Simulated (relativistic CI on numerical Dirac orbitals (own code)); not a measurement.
**La41+: sensitivity of the levels to the model**

Base calculation: Dirac-Coulomb-Breit CI, orbitals from a KLI potential per configuration, QED by a radiative potential, unscaled Slater integrals.

Configurations in the expansion (outside the closed core [Ne]): 3s²3p⁴, 3s3p⁵, 3s²3p³3d, 3p⁶, 3s3p⁴3d, 3p⁵3d, 3s3p³3d², 3s²3p²3d4p, 3p⁵4s, 3s3p³3d4s, 3p⁵4p, 3s²3p³4s, 3s²3p²3d², 3s²3p3d³, 3s3p²3d³, 3s²3p3d²4s, 3p⁴3d², 3p³3d³, 3p³3d²4s, 3s²3p²3d4s, 3s3p²3d²4s, 3s²3p3d4s². Double excitations out of closed p, d and f shells are left out; levels of such configurations are missing from the list, as are those of other unlisted configurations, and high levels can miss mixing partners.

The lowest level and the first level of each name with at least 55 % of one term (blank where a level has no safe partner in the second run):

| Level | Base (eV) | Shift (eV) |
| --- | --- | --- |
| 3s²3p⁴ ³P2 | 0.000 | 0.000 |
| 3s²3p⁴ ¹S0 | 13.912 | +0.001 |
| 3s²3p⁴ ³P1 | 98.330 | +0.002 |
| 3s²3p⁴ ¹D2 | 105.844 | +0.002 |
| 3s²3p⁴ ³P0 | 209.587 | +0.007 |
| 3s3p⁵ ³P°2 | 226.096 | +0.284 |
| 3s²3p³3d ³G°5 | 295.201 | +0.356 |
| 3s3p⁵ ³P°0 | 329.598 | +0.297 |
| 3s3p⁴3d ⁵F5 | 402.201 | +0.584 |

At this charge energies of transitions that change n are usually good to better than 1 %, and those within a shell (Δn = 0) to a few per cent.

**Question.** One thing was changed in a second run, which moved the levels as shown. Which?
A. configuration mixing switched off
B. QED terms removed
C. P86 correlation estimate
D. non-relativistic limit
E. Breit term removed

**Answer.** C. P86 correlation estimate. A correlation estimate moves all levels of a configuration together before mixing; mixed levels move by a weighted share.

LS names give the leading component of a level, which can be under half, so a name can repeat, a term be missing and a line seem to break the LS rules.
